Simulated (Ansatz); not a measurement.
The cluster Fe₂O₂⁺, relaxed as a doublet with UKS PBE0-D4/def2-SVP in Ansatz, starting from the GFN2-xTB geometry. Force threshold 0.02 eV/Å.

The structure holds 1 bond(s) between oxygen atoms. The charge 1 doublet is spin-contaminated (final ⟨S²⟩ up to 4.68, 0.75 for a pure state). No other spin state of charge 1 was run. Another isomer (doublet) lies 2.71 eV lower at PBE0-D4/def2-TZVP; other spin states weren't run for this one.

Start:

```xyz
4

Fe   -1.062   -0.566   -1.057
Fe    0.758   -0.149    1.403
O     0.646    0.001   -0.477
O    -0.342    0.713    0.131
```

| step | energy (eV) | largest force component (eV/Å) | SCF passes |
| --- | --- | --- | --- |
| 1 | -72829.4026 | 4.773 | 497 |
| 2 | -72829.6658 | 2.529 | 258 |
| 3 | -72829.7988 | 0.456 | 280 |
| 4 | -72829.8095 | 0.131 | 287 |
| 5 | -72829.8165 | 0.196 | 229 |
| 6 | -72829.8244 | 1.010 | 242 |
| 7 | -72829.8269 | 1.199 | 268 |
| 8 | -72829.8834 | 0.300 | 241 |
| 9 | -72829.8885 | 0.345 | 214 |
| 10 | -72829.8932 | 0.103 | 219 |
| 11 (rejected) | -72829.8916 | 0.513 | 230 |
| 12 | -72829.8957 | 0.024 | 225 |
| 13 | -72829.8981 | 0.128 | 227 |
| 14 | -72829.8990 | 0.045 | 223 |
| 15 (rejected) | -72829.8989 | 0.053 | 217 |
| 16 | -72829.8991 | 0.004 | 193 |
| 17 | -72829.8992 | 0.023 | 227 |
| 18 | -72829.8992 | 0.010 | 101 |
| 19 | -72829.8992 | 0.001 | 93 |

Force components are those of the run's own axes.

End:

```xyz
4

Fe   -1.113   -0.291   -1.462
Fe    1.055    0.276    1.388
O     0.579   -0.390   -0.302
O    -0.521    0.406    0.377
```

By distances, no bond broke or formed, bridged metal pairs apart. The bond that changes most is Fe1–O4, from 1.89 to 2.05 Å (atoms count from 1). Metal–metal contacts that move far: Fe1–Fe2 3.09 to 3.63 Å.

The force fell under the threshold at step 16, but the optimiser went on. No frequencies were taken in this run, so the end may be a saddle point.

Hardware: 4 threads of AMD EPYC 9R45 on a shared host. Wall time 85 s.
